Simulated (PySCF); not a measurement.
A GIAO shielding run with PySCF 2.14 (density fitting, non-relativistic, gas phase) on SMILES F[Si@@H]1CCC(=S)C1, C₄H₇FSSi:

```
$ OMP_NUM_THREADS=1 python probes_run.py task.json out

{"job": {"kind": "nmr", "xc": "PBE0", "basis": "pcSseg-1"}, "charge": 0, "multiplicity": 1}
F     -2.529653    -0.592438    -0.734892
Si    -1.417937    -0.293435     0.401858
C     -0.449325     1.297015     0.007767
C      0.909357     0.822443    -0.539485
C      1.251205    -0.494112     0.084925
S      2.714165    -0.843771     0.689905
C      0.091549    -1.427102     0.141013
H     -2.124657    -0.390762     1.662720
H     -0.283920     1.884667     0.910446
H     -0.945006     1.952494    -0.706125
H      1.702311     1.550775    -0.368051
H      0.829835     0.664479    -1.620131
H     -0.004779    -1.921110    -0.830310
H      0.256176    -2.209615     0.878195
```

Hardware: 1 thread of an Arm Neoverse N1, shared host. The job also computes population analyses, field gradients, ring-centre shieldings.

(1) How large is the calculation?

(2) How long does it take, and how much memory does it need?

Results:

(1) 70 electrons, 168 basis functions and 917 auxiliary functions.

(2) 46 s of wall time, with 14 SCF cycles and 5 response iterations; peak memory 0.77 GiB. Times on a shared host scatter by some tens of per cent.
